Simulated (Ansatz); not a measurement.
Cost and result for the atomization energy of C2H8MgN2 (`C[N](C)[Mg][NH2]`) (13 atoms, 12 bonds).

```csv
atom,x (Å),y (Å),z (Å)
C1,0.386,1.699,0.304
N2,0.126,0.403,-0.262
C3,0.285,0.435,-1.691
Mg4,-0.358,-1.135,0.737
N5,-0.838,-2.663,1.731
H6,0.269,1.694,1.394
H7,-0.296,2.474,-0.088
H8,1.411,2.052,0.093
H9,1.305,0.730,-1.994
H10,0.091,-0.544,-2.142
H11,-0.401,1.153,-2.175
H12,-0.206,-3.341,2.129
H13,-1.774,-2.956,1.965
```

Charge 0, multiplicity 1. Correlated methods include outer-core shells of Mg, which these sets cover unevenly. All single points use the PBE0-D4/def2-TZVP geometry. It is one conformer, not always the lowest. Program: Ansatz. Hardware: A = 2 threads of an AMD EPYC 7R13 on a shared host; B = 2 threads of an AMD EPYC 7R13 on a shared host and a share of an NVIDIA H100 80 GB. Times are those of one run each, without the atoms' runs, and a repeat can differ threefold. Electronic energies, without spin–orbit coupling; frozen cores. CCSD(T)/CBS adds CCSD(T) − MP2 in def2-TZVPP to the MP2 limit, and its time is that of the two runs behind it. T1 = 0.010. With those shells the extrapolation isn't a true limit. B3LYP takes the VWN-RPA correlation (the form of Gaussian; ORCA's B3LYP/G).

CCSD(T)/CBS is a level of theory with its own doubt, some kJ/mol a heavy atom from the limit and from the frozen cores, so smaller differences don't rank the functionals.

```csv
level,functions,wall time,atomization (kJ/mol),difference from CCSD(T)/CBS,per bond
MP2/def2-QZVPP [B],531,2.9 s,4487.4,-3.6,-0.3
PBE-D4/def2-TZVPP (with forces) [A],268,3.7 s,4568.4,77.4,6.4
PBE0-D4/def2-TZVPP [A],268,4.3 s,4479.4,-11.6,-1.0
CCSD(T)/def2-TZVPP [B],268,5.5 s,4345.5,-145.5,-12.1
r2SCAN-D4/def2-TZVPP (with forces) [A],268,6 s,4473.6,-17.4,-1.4
B3LYP-D4/def2-TZVPP (with forces) [A],268,7 s,4495.0,4.0,0.3
B2PLYP/def2-TZVPP [A],268,8 s,4436.7,-54.3,-4.5
CCSD(T)/CBS(def2),–,8.4 s,4491.0,0.0,0.0
ωB97X-V/def2-TZVPP [A],268,11 s,4493.8,2.8,0.2
ωB97M-V/def2-TZVPP (with forces) [A],268,16 s,4481.6,-9.4,-0.8
```

From PBE to PBE0 (25 % exact exchange), in def2-TZVPP and without D4, the atomization energy moves by −85.8 kJ/mol: exact exchange takes away binding that semilocal exchange gives to molecules. In def2-TZVPP, CCSD(T) changes the Hartree–Fock value by +1217.3 kJ/mol (the triples alone add +63.9 kJ/mol) and MP2 by +1272.0 kJ/mol; breaking electron pairs costs correlation energy, which Hartree–Fock lacks. The D4 term adds +32.4 kJ/mol with B3LYP and +17.2 kJ/mol with PBE0; it sums over pairs of atoms, weighted by their polarisabilities, and B3LYP, whose exchange is more repulsive, gets the larger term.
